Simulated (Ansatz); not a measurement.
C5H6, SMILES `C#CC(=C)C` (charge 0, multiplicity 1).

The numbers are results of B3LYP/cc-pVTZ // B3LYP-D3(BJ)/def2-TZVP run with Ansatz (a first-principles code), not measurements.

Ansatz 0.2 input:
```yaml
crystal:
  periodic: [false, false, false]
  atoms:
    - { symbol: C, position_ang: [2.269467, -0.348437, -0.86584] }
    - { symbol: C, position_ang: [1.150978, -0.30159, -0.426076] }
    - { symbol: C, position_ang: [-0.175022, -0.184535, 0.088838] }
    - { symbol: C, position_ang: [-0.861446, -1.264312, 0.47486] }
    - { symbol: C, position_ang: [-0.733558, 1.212923, 0.164664] }
    - { symbol: H, position_ang: [3.256963, -0.406112, -1.252392] }
    - { symbol: H, position_ang: [-1.866691, -1.172, 0.86482] }
    - { symbol: H, position_ang: [-0.436581, -2.256187, 0.409912] }
    - { symbol: H, position_ang: [-0.752327, 1.672823, -0.825702] }
    - { symbol: H, position_ang: [-1.745489, 1.204513, 0.567959] }
    - { symbol: H, position_ang: [-0.106292, 1.842916, 0.798957] }
basis:
  gaussian: { orbitals: cc-pVTZ }
hamiltonian:
  xc: b3lyp
```

Output:

```
Functional definition: B3LYP
1180 factors; their error is unknown
mean field evaluation 1: about -5272.7138 eV, gradient 6.5e1 eV
mean field evaluation 2: about -5270.6449 eV, gradient 6.8e1 eV
mean field evaluation 4: about -5282.4789 eV, gradient 6.6e0 eV
mean field evaluation 8: about -5282.5728 eV, gradient 1.7e-1 eV
mean field evaluation 16: about -5282.5621 eV, gradient 1.1e-4 eV
mean field -5282.56214364 eV, -194.1305781295 hartree, gradient 1.0e-5 eV, S^2 0.000000; 0 other end points of the search recorded, 0 dependent functions left out
reference -5282.56240134 eV, -194.1305875998 hartree; 18, 18 occupied and 216, 216 virtual orbitals, 1180 factors
Total energy: -5282.56240134 eV, -194.1305875998 hartree
```
